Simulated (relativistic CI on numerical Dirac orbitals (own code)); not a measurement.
What each ingredient does to the levels of Ti XXI

Base calculation: Dirac-Coulomb-Breit CI, KLI orbitals optimised for each configuration, QED by a radiative potential, unscaled Slater integrals.

Configuration list: 1s², 1s2s, 1s2p, 1s3s, 1s3p, 1s3d, 1s4s, 1s4p, 1s4d, 1s4f, 1s5s, 1s5p, 1s5d, 1s5f, 1s5g, 1s6s, 1s6p, 1s6d. Levels of other configurations are missing.

The lowest level and the first level of each name with at least 55 % of one term (blank where a level has no safe partner in the second run):

| Level | Base (eV) | Shift (eV) |
| --- | --- | --- |
| 1s² ¹S0 | 0.00 | 0.00 |
| 1s2s ³S1 | 4700.62 | +1.30 |
| 1s2p ³P°0 | 4724.35 | +1.61 |
| 1s2p ³P°1 | 4725.66 | +1.61 |
| 1s2s ¹S0 | 4726.48 | +1.30 |
| 1s2p ³P°2 | 4732.50 | +1.61 |
| 1s2p ¹P°1 | 4748.78 | +1.61 |
| 1s3s ³S1 | 5566.95 | +1.48 |
| 1s3p ³P°0 | 5573.50 | +1.45 |
| 1s3s ¹S0 | 5573.87 | +1.48 |
| 1s3p ³P°1 | 5573.89 | +1.45 |
| 1s3p ³P°2 | 5575.92 | +1.45 |
| 1s3d ³D2 | 5579.47 | +1.38 |
| 1s3d ³D1 | 5579.49 | +1.38 |
| 1s3d ³D3 | 5580.27 | +1.38 |
| 1s3p ¹P°1 | 5580.42 | +1.45 |
| 1s3d ¹D2 | 5580.49 | +1.38 |
| 1s4s ³S1 | 5866.62 | +1.60 |
| 1s4p ³P°0 | 5869.32 | +1.60 |
| 1s4s ¹S0 | 5869.47 | +1.60 |
| 1s4p ³P°1 | 5869.49 | +1.60 |
| 1s4p ³P°2 | 5870.34 | +1.60 |

At this charge energies of transitions that change n are usually good to better than 1 %, and those within a shell (Δn = 0) to a few per cent.

(1) One thing was changed in a second run, which moved the levels as shown. Which?
A. QED terms removed
B. configuration mixing switched off
C. Breit term removed
D. P86 correlation estimate

## Answers

(1) D. P86 correlation estimate. A correlation estimate moves all levels of a configuration together before mixing; mixed levels move by a weighted share.

LS names give the leading component of a level, which can be under half, so a name can repeat, a term be missing and a line seem to break the LS rules.
